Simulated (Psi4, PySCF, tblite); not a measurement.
Approach curve of the dimer CH4O ··· H4O4Si (SMILES CO and O[Si](O)(O)O). Monomers: optimised at B3LYP-D3(BJ) (def2-TZVP), held rigid. Orientation: lowest of the rigid-body minima from ten starts at GFN2-xTB. R is the distance of the centres of mass, along which the second monomer moves.

- RKS-B3LYP/3-21G = restricted B3LYP/3-21G, no counterpoise correction in PySCF
- RMP2/3-21G = restricted MP2 (frozen core)/3-21G, no counterpoise correction run with PySCF
- GFN2-xTB (tblite)
- SAPT0/jun-cc-pVDZ, frozen core (Psi4)

Interaction energies in kJ/mol; the last columns give the difference from SAPT0:

| R / Å | RKS-B3LYP/3-21G | RMP2/3-21G | GFN2-xTB | SAPT0/jun-cc-pVDZ | RKS-B3LYP/3-21G − SAPT0/jun-cc-pVDZ | RMP2/3-21G − SAPT0/jun-cc-pVDZ | GFN2-xTB − SAPT0/jun-cc-pVDZ |
|---|---|---|---|---|---|---|---|
| 3.21 | -55.36 | -36.77 | 27.36 | 33.79 | -89.16 | -70.57 | -6.43 |
| 3.37 | -83.99 | -70.90 | -8.42 | -3.98 | -80.01 | -66.91 | -4.44 |
| 3.64 | -93.43 | -86.47 | -31.42 | -30.35 | -63.08 | -56.12 | -1.07 |
| 3.80 | -87.72 | -82.90 | -33.61 | -34.04 | -53.68 | -48.86 | 0.43 |
| 4.00 | -75.89 | -72.65 | -31.35 | -32.85 | -43.04 | -39.80 | 1.50 |
| 4.21 | -61.37 | -59.07 | -26.88 | -28.54 | -32.83 | -30.53 | 1.67 |
| 4.47 | -43.48 | -42.01 | -21.22 | -22.30 | -21.18 | -19.70 | 1.09 |
| 4.84 | -22.92 | -22.57 | -14.83 | -14.82 | -8.10 | -7.74 | 0.00 |
| 5.29 | -9.37 | -9.82 | -9.66 | -8.88 | -0.48 | -0.94 | -0.78 |
| 5.97 | -3.22 | -3.67 | -5.25 | -4.28 | 1.06 | 0.61 | -0.97 |
| 7.01 | -1.18 | -1.37 | -2.31 | -1.63 | 0.45 | 0.26 | -0.68 |
| 8.28 | -0.44 | -0.53 | -1.03 | -0.61 | 0.18 | 0.08 | -0.41 |

RKS-B3LYP/3-21G is furthest from SAPT0/jun-cc-pVDZ at 3.21 (-89.16 kJ/mol, below); its mean absolute difference over the points is 32.77 kJ/mol.

RMP2/3-21G is furthest from SAPT0/jun-cc-pVDZ at 3.21 (-70.57 kJ/mol, below); its mean absolute difference over the points is 28.51 kJ/mol.

GFN2-xTB is furthest from SAPT0/jun-cc-pVDZ at 3.21 (-6.43 kJ/mol, below); its mean absolute difference over the points is 1.62 kJ/mol.
